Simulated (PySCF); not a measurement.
B(Cl)(GeH3)(OMe) (CH6BClGeO), SMILES [GeH3][B](Cl)OC.

The structure is a stationary point at PBE-D3(BJ)/def2-SVP. One conformer was computed; it need not be the lowest.

Computed with PBE-D3(BJ)/def2-SVP run with PySCF.

Frequencies are harmonic and unscaled.

```json
[
 {"mode": "1", "ν (cm⁻¹)": "42", "IR (km/mol)": "0.0", "Raman (Å⁴/amu)": "0.1", "depolarisation": "0.75", "moving atoms (share of kinetic energy)": "H 95 %"},
 {"mode": "2", "ν (cm⁻¹)": "71", "IR (km/mol)": "0.1", "Raman (Å⁴/amu)": "0.0", "depolarisation": "–", "moving atoms (share of kinetic energy)": "H 98 %"},
 {"mode": "3", "ν (cm⁻¹)": "141", "IR (km/mol)": "1.6", "Raman (Å⁴/amu)": "0.7", "depolarisation": "0.72", "moving atoms (share of kinetic energy)": "C 31 %, Cl 22 %, H 18 %, Ge 17 %"},
 {"mode": "4", "ν (cm⁻¹)": "160", "IR (km/mol)": "3.0", "Raman (Å⁴/amu)": "0.3", "depolarisation": "0.75", "moving atoms (share of kinetic energy)": "O 45 %, H 24 %, C 19 %"},
 {"mode": "5", "ν (cm⁻¹)": "184", "IR (km/mol)": "0.8", "Raman (Å⁴/amu)": "2.1", "depolarisation": "0.38", "moving atoms (share of kinetic energy)": "Cl 37 %, Ge 33 %, C 16 %, H 10 %"},
 {"mode": "6", "ν (cm⁻¹)": "304", "IR (km/mol)": "12.4", "Raman (Å⁴/amu)": "1.0", "depolarisation": "0.75", "moving atoms (share of kinetic energy)": "H 52 %, B 37 %, O 9 %"},
 {"mode": "7", "ν (cm⁻¹)": "351", "IR (km/mol)": "7.2", "Raman (Å⁴/amu)": "0.9", "depolarisation": "0.51", "moving atoms (share of kinetic energy)": "O 47 %, H 23 %, C 11 %, Ge 9 %"},
 {"mode": "8", "ν (cm⁻¹)": "405", "IR (km/mol)": "8.8", "Raman (Å⁴/amu)": "8.1", "depolarisation": "0.12", "moving atoms (share of kinetic energy)": "Cl 44 %, O 18 %, C 16 %, B 10 %"},
 {"mode": "9", "ν (cm⁻¹)": "490", "IR (km/mol)": "27.5", "Raman (Å⁴/amu)": "5.8", "depolarisation": "0.73", "moving atoms (share of kinetic energy)": "H 80 %, O 9 %"},
 {"mode": "10", "ν (cm⁻¹)": "550", "IR (km/mol)": "6.5", "Raman (Å⁴/amu)": "1.7", "depolarisation": "0.75", "moving atoms (share of kinetic energy)": "B 48 %, H 44 %"},
 {"mode": "11", "ν (cm⁻¹)": "780", "IR (km/mol)": "166.7", "Raman (Å⁴/amu)": "22.4", "depolarisation": "0.56", "moving atoms (share of kinetic energy)": "H 95 %"},
 {"mode": "12", "ν (cm⁻¹)": "852", "IR (km/mol)": "12.4", "Raman (Å⁴/amu)": "29.3", "depolarisation": "0.75", "moving atoms (share of kinetic energy)": "H 95 %"},
 {"mode": "13", "ν (cm⁻¹)": "862", "IR (km/mol)": "20.3", "Raman (Å⁴/amu)": "31.8", "depolarisation": "0.75", "moving atoms (share of kinetic energy)": "H 98 %"},
 {"mode": "14", "ν (cm⁻¹)": "912", "IR (km/mol)": "190.2", "Raman (Å⁴/amu)": "0.3", "depolarisation": "0.50", "moving atoms (share of kinetic energy)": "B 77 %, Cl 8 %"},
 {"mode": "15", "ν (cm⁻¹)": "1004", "IR (km/mol)": "6.0", "Raman (Å⁴/amu)": "2.8", "depolarisation": "0.63", "moving atoms (share of kinetic energy)": "C 40 %, O 29 %, B 23 %"},
 {"mode": "16", "ν (cm⁻¹)": "1135", "IR (km/mol)": "24.7", "Raman (Å⁴/amu)": "4.4", "depolarisation": "0.67", "moving atoms (share of kinetic energy)": "H 71 %, C 20 %"},
 {"mode": "17", "ν (cm⁻¹)": "1139", "IR (km/mol)": "0.1", "Raman (Å⁴/amu)": "1.0", "depolarisation": "0.75", "moving atoms (share of kinetic energy)": "H 76 %, C 19 %"},
 {"mode": "18", "ν (cm⁻¹)": "1342", "IR (km/mol)": "287.2", "Raman (Å⁴/amu)": "11.8", "depolarisation": "0.47", "moving atoms (share of kinetic energy)": "B 30 %, H 29 %, O 27 %, C 14 %"},
 {"mode": "19", "ν (cm⁻¹)": "1410", "IR (km/mol)": "2.6", "Raman (Å⁴/amu)": "15.5", "depolarisation": "0.75", "moving atoms (share of kinetic energy)": "H 97 %"},
 {"mode": "20", "ν (cm⁻¹)": "1424", "IR (km/mol)": "7.6", "Raman (Å⁴/amu)": "28.8", "depolarisation": "0.66", "moving atoms (share of kinetic energy)": "H 96 %"},
 {"mode": "21", "ν (cm⁻¹)": "1450", "IR (km/mol)": "96.4", "Raman (Å⁴/amu)": "3.2", "depolarisation": "0.73", "moving atoms (share of kinetic energy)": "H 60 %, O 20 %, B 17 %"},
 {"mode": "22", "ν (cm⁻¹)": "2053", "IR (km/mol)": "79.0", "Raman (Å⁴/amu)": "246.7", "depolarisation": "0.05", "moving atoms (share of kinetic energy)": "H 99 %"},
 {"mode": "23", "ν (cm⁻¹)": "2057", "IR (km/mol)": "111.2", "Raman (Å⁴/amu)": "114.3", "depolarisation": "0.75", "moving atoms (share of kinetic energy)": "H 98 %"},
 {"mode": "24", "ν (cm⁻¹)": "2099", "IR (km/mol)": "99.4", "Raman (Å⁴/amu)": "148.2", "depolarisation": "0.37", "moving atoms (share of kinetic energy)": "H 99 %"},
 {"mode": "25", "ν (cm⁻¹)": "2958", "IR (km/mol)": "35.4", "Raman (Å⁴/amu)": "173.0", "depolarisation": "0.04", "moving atoms (share of kinetic energy)": "H 97 %"},
 {"mode": "26", "ν (cm⁻¹)": "3055", "IR (km/mol)": "20.3", "Raman (Å⁴/amu)": "55.2", "depolarisation": "0.46", "moving atoms (share of kinetic energy)": "H 90 %, C 10 %"},
 {"mode": "27", "ν (cm⁻¹)": "3068", "IR (km/mol)": "10.2", "Raman (Å⁴/amu)": "108.0", "depolarisation": "0.75", "moving atoms (share of kinetic energy)": "H 90 %, C 10 %"}
]
```
